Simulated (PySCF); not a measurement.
# Reading the logs of faulty runs: AlCH3NO

These are calculations, not measurements. The program is PySCF 2.14.0, an open-source quantum chemistry code, run on an isolated molecule that a program drew, which may never have been made. The molecule is AlCH3NO (charge 0, doublet), drawn as the SMILES string `[CH2][N]=[Al][OH]`.

Each row is a Hartree-Fock (HF) and frozen-core CCSD(T) single point in the cc-pV(D+d)Z basis, meant for a local HF minimum. Run 1 is clean. Each other run has one planted mistake out of seven kinds, and not every kind appears here: one electron removed, one electron added, multiplicity raised by two, geometry at a saddle point, minimal basis STO-3G, one bond length entered in bohr, all coordinates scaled. The reference is restricted for singlets and unrestricted otherwise, and also for a bond in bohr. Adding or removing an electron swaps singlet and doublet. Electrons count all cores. HOMO and LUMO are orbital energies over both spins, the gradient is its largest component, and the lowest frequency (negative if imaginary) is given only where the gradient is small. Bond lengths are over the 6 bonds as drawn. T1 is the CCSD diagnostic: over 0.02 (restricted) or 0.045 (unrestricted) a single reference is doubtful.

Geometry of the clean run:
```xyz
7
AlCH3NO, angstrom
C    -0.4352    1.1141    1.1029
N    -0.9500    0.1866    1.7459
Al   -1.6884   -1.2003    2.5203
O    -1.9701   -1.1843    4.1908
H    -1.0250    1.9234    0.6534
H     0.6477    1.1952    0.9424
H    -1.7740   -0.4928    4.8019
```

| run | electrons | basis functions | <S^2> | HOMO (eV) | LUMO (eV) | gradient (hartree/bohr) | lowest frequency (cm^-1) | mean bond (Å) | longest bond (Å) | T1 | HF (hartree) | CCSD(T) (hartree) | mistake |
|---|---|---|---|---|---|---|---|---|---|---|---|---|---|
| 1 | 37 | 80 | 0.767 | -8.53 | 1.42 | 3.7e-06 | 62 | 1.3042 | 1.752 | 0.0187 | -410.88338 | -411.44529 | no fault |
| 2 | 37 | 80 | 0.758 | -8.66 | 1.36 | 5.6e-05 | -94 | 1.3177 | 1.820 | 0.0170 | -410.87675 | -411.43771 | geometry at a saddle point |
| 3 | 37 | 27 | 0.853 | -5.64 | 6.75 | 4.7e-02 | - | 1.3042 | 1.752 | 0.0345 | -405.69215 | -405.89966 | ? |
| 4 | 37 | 80 | 0.754 | -7.90 | 1.94 | 1.2e-01 | - | 1.1960 | 1.606 | 0.0141 | -410.81143 | -411.35203 | ? |

**Which mistake was planted in run 3, and what did it cost?**

It has 27 basis functions where the clean run has 80, with the same electrons and geometry. So the mistake is: minimal basis STO-3G. Subtracting run 1 and multiplying by 627.51 kcal/mol a hartree, the energy moved by 3257.5 kcal/mol in HF and 3479.9 kcal/mol in CCSD(T).

**Which mistake was planted in run 4, and what did it cost?**

The mean and the longest bond both change by the same factor, 0.917, and the gradient is no longer small. So the mistake is: all coordinates scaled. Subtracting run 1 and multiplying by 627.51 kcal/mol a hartree, the energy moved by 45.1 kcal/mol in HF and 58.5 kcal/mol in CCSD(T).

